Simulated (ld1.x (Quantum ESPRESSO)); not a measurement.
**What one change does to a pseudopotential (Fe, RRKJ)**

Fe (Z = 26), norm-conserving RRKJ (Kleinman–Bylander form), made with ld1.x (Quantum ESPRESSO) 7.5 (PBEsol, scalar-relativistic). Core [Ne], reference 3s2 3p6 3d6 4s1.5 4p0 (charge +0.5). Waves: 3s (bound): rc 0.95 bohr; 3p (bound): rc 0.75 bohr; 3d (bound): rc 1.00 bohr. Local part: all-electron potential smoothed inside 0.85 bohr (lloc = -1). Core correction: none. rho0 = 0.02.

Occupied shells without a wave of their own: 4s. They enter only through the test configuration that unscreens the potential.

Change: core correction a·sin(br)/r model core inside 0.88 bohr (4s counted twice).

Cutoffs: the cutoffs (Ry, on a coarse ladder) from which the occupation-weighted sum of valence levels, in a spherical-Bessel basis at the reference potential, stays within 10 and 1 mRy of its value at 400 Ry; they do not see the model core or the augmentation charge, which bear on the density cutoff. Errors are all-electron minus pseudo energies relative to the spin-unpolarised reference configuration.

Task: What does the change do?

Result: The potential gets neither clearly harder nor softer (230 Ry and 300 Ry → 230 Ry and 300 Ry); of the 7 tests that both files solve, the error grows in 6 and shrinks in 1 by more than 15 % and 0.3 meV (median size 97.6 → 184.4 meV); neither file shows a bound ghost. In the changed file ld1.x takes every shell without a wave as core, so the model core holds the 4s electrons as well and exchange and correlation see them twice. This cancels in the reference configuration, but the file is broken for other ones, and its errors say nothing about a proper core correction. A model core, the more so a compact one, raises the density cutoff, which this test does not measure.

```csv
quantity,base,changed
"cutoff, loose",230 Ry,230 Ry
"cutoff, tight",300 Ry,300 Ry
bound ghosts,none,none
"largest miss of a reference level, eV",0.08,0.08
"error for 3s2 3p6 3d6 4s2 4p0, meV [ΔE -3.49 eV]",+33,-0.8
"error for 3s2 3p6 3d6 4s1 4p0, meV [ΔE 5.25 eV]",-43,-86
"error for 3s2 3p6 3d6 4s0 4p0, meV [ΔE 21.37 eV]",-167,-637
"error for 3s2 3p6 3d4 4s0 4p0, meV [ΔE 108.60 eV]",-340,-1341
"error for 3s2 3p6 3d7 4s0 4p0, meV [ΔE 3.10 eV]",-98,-274
"error for 3s2 3p6 3d7 4s1 4p0, meV [ΔE -4.29 eV]",-24,-29
"error for 3s2 3p6 3d6 4s0 4p1, meV [ΔE 10.33 eV]",-125,-184
s: phases at 1.10 bohr within 0.05 rad from the reference energy up to (Ry; the scan ends near 5),to the end of the scan,to the end of the scan
p: phases at 1.10 bohr within 0.05 rad from the reference energy up to (Ry; the scan ends near 5),to the end of the scan,to the end of the scan
d: phases at 1.10 bohr within 0.05 rad from the reference energy up to (Ry; the scan ends near 5),to the end of the scan,to the end of the scan
```

Base: The 4s level has no wave, so the channel is fitted at the deeper level alone: the likely source of the large errors.
